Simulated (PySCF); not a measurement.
SMILES Cc1ccc([SiH3])s1 (C5H8SSi), GFN2-xTB optimised geometry.

```
15

C     -1.62    -2.48     0.00
C     -0.69    -1.32     0.00
C      0.67    -1.32     0.00
C      1.22    -0.02     0.00
C      0.29     0.98     0.00
Si     0.55     2.84     0.00
S     -1.31     0.30     0.00
H     -2.28    -2.45    -0.87
H     -1.06    -3.41    -0.02
H     -2.25    -2.47     0.89
H      1.26    -2.22     0.00
H      2.28     0.17     0.00
H      1.99     3.07     0.01
H     -0.07     3.41    -1.20
H     -0.08     3.41     1.19
```

Density from B3LYP/def2-TZVP in PySCF at that geometry.

Minimum of the electron density along straight lines between bonded atoms, close to the bond critical point (lines longer than 1.1 times the sum of covalent radii, or with two minima, are not listed):

```
bond     length / Å  ρ at the minimum / e bohr⁻³  ∇²ρ there / e bohr⁻⁵  position (fraction from the first atom)
-------  ----------  ---------------------------  --------------------  ---------------------------------------
C1–C2         1.487                        0.265                 -0.71                                     0.48
C2–C3         1.360                        0.336                 -1.00                                     0.52
C3–C4         1.411                        0.307                 -0.89                                     0.50
C4–C5         1.363                        0.332                 -0.98                                     0.49
C5–Si6        1.872                        0.118                  0.23                                     0.61
C2–S7         1.735                        0.212                 -0.42                                     0.48
C5–S7         1.739                        0.208                 -0.40                                     0.47
C1–H8         1.090                        0.279                 -0.96                                     0.64
C1–H9         1.088                        0.281                 -0.97                                     0.64
C1–H10        1.090                        0.279                 -0.96                                     0.64
C3–H11        1.076                        0.289                 -1.04                                     0.64
C4–H12        1.076                        0.290                 -1.05                                     0.65
Si6–H13       1.463                        0.125                  0.18                                     0.49
Si6–H14       1.465                        0.125                  0.17                                     0.49
Si6–H15       1.465                        0.125                  0.17                                     0.49
```
